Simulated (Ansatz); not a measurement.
`C[N]=[Nb]([CH3])([NH2])[Cl]` + H–F → `C[N]=[Nb]([CH3])([NH2])[F]` + HCl at 400 K and 1 bar (ligand exchange at the Nb–Cl bond).

Calculated with Ansatz (gas phase, PBE0-D4/def2-TZVP geometries, no zero-point term in ΔE). CCSD(T)/CBS adds triple-zeta CCSD(T) − MP2 to the extrapolated MP2 energy (def2 sets, frozen cores). This one scheme is used for every species. def2 core potentials past Kr. For Nb outer-core shells are correlated without core-valence functions, which leaves a few kJ/mol of doubt a bond. Each species was taken in one conformer, which may not be the lowest.

```json
{"species": "`C[N]=[Nb]([CH3])([NH2])[Cl]`", "CCSD(T)/CBS energy (Eh)": "-707.14543", "H − E (kJ/mol)": "319.3", "S (J/(mol·K))": "480.0"}
{"species": "H–F", "CCSD(T)/CBS energy (Eh)": "-100.39570", "H − E (kJ/mol)": "36.5", "S (J/(mol·K))": "182.2"}
{"species": "`C[N]=[Nb]([CH3])([NH2])[F]`", "CCSD(T)/CBS energy (Eh)": "-347.15571", "H − E (kJ/mol)": "320.2", "S (J/(mol·K))": "464.2"}
{"species": "HCl", "CCSD(T)/CBS energy (Eh)": "-460.38127", "H − E (kJ/mol)": "29.6", "S (J/(mol·K))": "195.4"}
```

H − E and S are ideal-gas, rigid-rotor, harmonic terms from PBE0-D4/def2-TZVP, for one conformer and one mirror image of each species. 1 Eh = 2625.50 kJ/mol, R = 8.31446 J/(mol·K).

Q: By hand: ΔE, ΔH, ΔS and ΔG.

A: ΔE = (-347.15571) + (-460.38127) − (-707.14543) − (-100.39570) = 0.00415 Eh = 10.9 kJ/mol. Δ(H − E) = 320.2 + 29.6 − 319.3 − 36.5 = -6.0, so ΔH = 4.9 kJ/mol. ΔS = 464.2 + 195.4 − 480.0 − 182.2 = -2.6 J/(mol·K). ΔG = 4.9 − 400 × (-2.6)/1000 = 5.9 kJ/mol.

Q: By hand: the equilibrium constant, and the temperature at which ΔG would vanish if ΔH and ΔS stayed fixed.

A: log₁₀ K = −ΔG/(RT ln 10) = -0.8. ΔH and −TΔS have one sign here, so there is no such temperature.

The number of gas molecules stays the same, so ΔS is small and ΔH decides. The sign of ΔG lies within the doubt. A doubt of 5 kJ/mol in ΔE shifts log₁₀ K by 0.7 here. Other conformers and mirror images would add mixing entropy, several J/(mol·K) or more a flexible species. Modes under 60 cm⁻¹, often nearly free rotors, make the harmonic entropy too high. These are equilibria of isolated gas molecules and say nothing of rates. Largest T1 diagnostic: 0.019 (customary marks: 0.02 for closed shells, 0.045 for open ones).

ΔS is within the doubt of such terms, so its sign, and with it that verdict, could turn.
